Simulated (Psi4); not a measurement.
scandium atom (Sc), doublet.

The Psi4 input:
```
memory 2 GB

molecule mol {
0 2
Sc    0.000000    0.000000    0.000000
}

set {
  basis cc-pvtz
  reference uks
}

energy('bhhlyp')
print_variables()
```

Q: What number of basis functions does BHHLYP/cc-pVTZ run with Psi4 give?

A: 68

Q: Estimate the <S^2> that BHHLYP/cc-pVTZ returns for this input.

A: 0.758

Q: What total energy does BHHLYP/cc-pVTZ give?

A: -760.6279 Eh

Q: What is the computed dipole moment (BHHLYP/cc-pVTZ)?

A: 0.00 D

These values belong to the state on which the SCF converged, which isn't shown to be the lowest.

Q: Roughly what does it cost on one core?

A: about 13 core-seconds (a rough figure).
